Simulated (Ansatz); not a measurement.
Relaxation of ClGaH2O (5 atoms, charge 0, multiplicity 1), to a largest force component of 0.03 eV/Å in at most 50 steps.

All numbers below come from RKS r2SCAN-D4/def2-SVP in Ansatz 0.2.0.

```xyz
5
Properties=species:S:1:pos:R:3
Ga 0.314 -0.078 -0.166
Cl 0.838 -0.176 1.970
H 1.803 0.224 -0.434
O -1.288 -0.316 -0.854
H -1.960 -0.499 -0.182
```

Task: Where does it end, and by what steps?

Result: The forces met the threshold. After 5 steps the energy has fallen by 0.567 eV; H3 moved furthest, 0.44 Å.

```tsv
step	energy less start (eV)	largest force component (eV/Å)	accepted
0	0.0000	1.235	yes
1	-0.3749	0.859	yes
2	-0.5387	0.618	yes
3	-0.5115	1.318	no
4	-0.5612	0.183	yes
5	-0.5666	0.021	yes
```

```xyz
5
Properties=species:S:1:pos:R:3
Ga 0.459 -0.065 -0.017
Cl 0.511 -0.251 2.128
H 1.705 0.244 -0.862
O -1.128 -0.291 -0.771
H -1.840 -0.483 -0.145
```

Whether the end is a true minimum wasn't checked by a vibrational analysis.

Run time: 14 s on 2 threads of Intel(R) Xeon(R) Platinum 8259CL CPU @ 2.50GHz (Skylake/Cascade Lake), with other jobs on the host, peak memory 0.17 GiB.
